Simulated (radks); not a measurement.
Q: The table gives one normalised radial function P(r) = r R(r) of Pr in [Xe] 4f3 6s2 (r in bohr). Calculated with a radial shooting solver on a logarithmic mesh with Libxc functionals: scalar-relativistic Kohn-Sham, LDA (Slater exchange, Perdew-Wang correlation), spin-polarised, spherical densities, point nucleus; open shells are filled with parallel spins first (spin-orbit coupling, left out, can overturn this in heavy ions).

r,P
0.003413,0.0284
0.004662,0.0345
0.00637,0.0405
0.008633,0.0449
0.01179,0.0460
0.01611,0.0406
0.02184,0.0258
0.02983,-0.0008
0.04075,-0.0358
0.05523,-0.0662
0.07546,-0.0716
0.1031,-0.0301
0.1408,0.0496
0.1909,0.1065
0.2607,0.0659
0.3562,-0.0707
0.4828,-0.1581
0.6595,-0.0576
0.901,0.1624
1.221,0.2533
1.668,0.0783
2.279,-0.2520
3.114,-0.4983
4.22,-0.5261
5.765,-0.3677
7.876,-0.1653
10.67,-0.0456
14.58,-0.0065

Which n and l does it have? It may be an empty orbital.

A: n = 6, l = 0: the number of nodes gives n - l - 1 = 5, the rise at small r (about r^(l+1), flatter next to the nucleus through relativity) gives l, and the extent must fit the shell. The curve is that of 6s up; the table hardly tells the two spins apart. 6s up: eigenvalue -3.650 eV, 5 radial nodes at r = 0.0296, 0.117, 0.307, 0.718, 1.81 bohr, <r> = 4.41 bohr, 90 % of the charge inside 6.49 bohr.
